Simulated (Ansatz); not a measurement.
BBrHS (`S[B]Br`) radical, relaxed with UKS PBE0-D4/def2-TZVP in Ansatz from a PBE-D4/def2-SVP geometry. The force threshold is 0.005 eV/Å; the program also tests the step.

Charge 0, multiplicity 2.

Start:

```xyz
4

S     0.229    0.625    0.902
B    -0.201   -0.396   -0.491
Br    0.779   -0.462   -2.111
H    -0.807    0.234    1.700
```

Problem. How much energy does the relaxation release, and in how many steps? (Estimate.)

Solution. Computed: 0.24 kcal/mol, in 3 steps.

Problem. Which bonds change most? (Best estimate.)

Solution. The calculation gave: S1–H4 from 1.365 to 1.345 Å; S1–B2 from 1.779 to 1.761 Å; B2–Br3 from 1.895 to 1.882 Å.

Problem. Give the relaxed structure. (An estimate is asked.)

Solution. Ansatz gave: 
```xyz
4

S     0.223    0.617    0.897
B    -0.196   -0.391   -0.484
Br    0.772   -0.460   -2.097
H    -0.799    0.233    1.684
```
